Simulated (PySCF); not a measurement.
**Correlation energy of C²⁺ (carbon, charge +2)**

[He] 2p2, high-spin 3P determinant (an excited configuration). All numbers are calculated (PySCF 2.14, the non-relativistic Hamiltonian (point nucleus), in aug-cc-pVDZ (4s3p2d, 23 functions)). Frozen: 1s2; 2 electrons correlated.

With two correlated electrons CCSD is exact within the correlated space (frozen core and kept virtual orbitals).

```tsv
level	correlation energy (mhartree)
CCSD	-5.13
```

Diagnostics: T1 = 0.0014, D1 = 0.0020, largest double amplitude 0.022.

Question: Is a single reference adequate?

Answer: Yes: T1 lies below 0.03 and no double amplitude reaches 0.07.
